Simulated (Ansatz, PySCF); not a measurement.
Reaction (SMILES): [SiH3]Br [bromosilane] → [SiH2-]Br + H+
Each molecule is optimised on its own at B3LYP-D3(BJ)/def2-TZVP (Ansatz, an electronic-structure program). Frequencies are from Ansatz or PySCF.
Geometry of the first species:
```
Si
H 1 1.4755
H 1 1.4755 2 110.59
H 1 1.4755 2 110.59 3 -122.86
Br 1 2.2354 2 108.33 3 118.57
```

Property: gas-phase deprotonation energy (0 K, with B3LYP-D3(BJ) harmonic zero-point energies), in eV. Cores are frozen in the correlated levels unless marked. Spin-orbit coupling is left out. The frozen core is the preceding noble-gas configuration, with the filled d and f shells of earlier blocks. No relativistic terms. Anions need diffuse functions: def2-D sets add few; the other sets have none. Basis-set limits of correlation are two-point, X^-3; Hartree-Fock from the larger set.

| level | program | gas-phase deprotonation energy (eV) |
|---|---|---|
| HF/STO-3G | Ansatz | 20.13 |

Task: Estimate the value at CCSD(T)/CBS(def2-TZVPPD,def2-QZVPPD) as computed with Ansatz.

Result: 15.48 eV, so HF/STO-3G differs from it by 4.65 eV.
